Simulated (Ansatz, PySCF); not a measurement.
The pair A = AlH3O2 (SMILES [OH][AlH][OH]) (first 6 atoms), B = H2O (SMILES O); geometry from B3LYP-D3(BJ)/def2-TZVP.
(charge 0, multiplicity 1):
```csv
atom,x (Å),y (Å),z (Å)
O,-0.0510,0.6031,1.5222
Al,-0.0354,-0.5132,0.2543
O,-0.0633,0.0648,-1.3427
H,-0.0383,0.3835,2.4648
H,0.0045,-2.0681,0.4449
H,-0.0878,0.9995,-1.5534
O,-0.0187,0.1095,4.3401
H,0.7505,0.5146,4.7554
H,-0.7863,0.5055,4.7669
```

Rows in 6-31G* carry no dispersion term and start afresh at each structure (6-31G* with six Cartesian d functions). MP2/6-31G* freezes PySCF's default core.

Programs: Ansatz (Gaussian orbitals); PySCF for 6-31G* rows. Each number belongs to the level named beside it.

Total energies (hartree), monomers frozen at their geometry in the pair:

```tsv
structure	HF/6-31G*	HF/aug-cc-pV(D+d)Z	MP2/6-31G*
AB	-469.4875472	-469.5819800	-470.0944402
A in the pair's basis	-393.4684099	-393.5350773	-393.8857953
B in the pair's basis	-76.0115109	-76.0413762	-76.1994088
A	-393.4679129	-393.5349518	-393.8849892
B	-76.0101937	-76.0410126	-76.1967231
```

Q: Work out the interaction energy without and with the counterpoise correction, and the superposition error, for each level.

A: 
E(AB) − E(A) − E(B), times 627.509 kcal/mol, with the monomers in their own basis and then in the pair's basis:
- HF/6-31G*: -5.92 uncorrected, -4.79 corrected; the monomers gain 1.14 kcal/mol from borrowed functions
- HF/aug-cc-pV(D+d)Z: -3.77 uncorrected, -3.47 corrected; the monomers gain 0.31 kcal/mol from borrowed functions
- MP2/6-31G*: -7.99 uncorrected, -5.80 corrected; the monomers gain 2.19 kcal/mol from borrowed functions

Ansatz is a quantum-chemistry and plane-wave program.
